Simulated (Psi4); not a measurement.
Complex: CO (SMILES [C-]#[O+]) (first 2 atoms) with C3H6 (SMILES C=CC); geometry from B3LYP-D3(BJ)/def2-TZVP.
(charge 0, multiplicity 1):
```json
[
 {"atom": "C", "x (Å)": "-0.0168", "y (Å)": "-0.4722", "z (Å)": "0.6910"},
 {"atom": "O", "x (Å)": "-1.1140", "y (Å)": "-0.4415", "z (Å)": "0.9408"},
 {"atom": "C", "x (Å)": "1.4143", "y (Å)": "-0.0272", "z (Å)": "3.7882"},
 {"atom": "C", "x (Å)": "0.2637", "y (Å)": "0.5453", "z (Å)": "4.1186"},
 {"atom": "C", "x (Å)": "-1.0152", "y (Å)": "-0.1818", "z (Å)": "4.3825"},
 {"atom": "H", "x (Å)": "1.5044", "y (Å)": "-1.1036", "z (Å)": "3.6918"},
 {"atom": "H", "x (Å)": "2.3068", "y (Å)": "0.5556", "z (Å)": "3.6009"},
 {"atom": "H", "x (Å)": "0.2228", "y (Å)": "1.6285", "z (Å)": "4.2015"},
 {"atom": "H", "x (Å)": "-1.7928", "y (Å)": "0.1284", "z (Å)": "3.6784"},
 {"atom": "H", "x (Å)": "-0.8868", "y (Å)": "-1.2614", "z (Å)": "4.2934"},
 {"atom": "H", "x (Å)": "-1.3925", "y (Å)": "0.0383", "z (Å)": "5.3851"}
]
```

The numbers are results of SAPT0/jun-cc-pV(D+d)Z run with Psi4 1.11, not measurements.

Task: Give the four SAPT terms and the total, and say what mostly holds the pair together.

Result: electrostatics -1.41, exchange 2.52, induction -0.36, dispersion -1.53, total -0.78 kcal/mol; the largest attraction is dispersion.
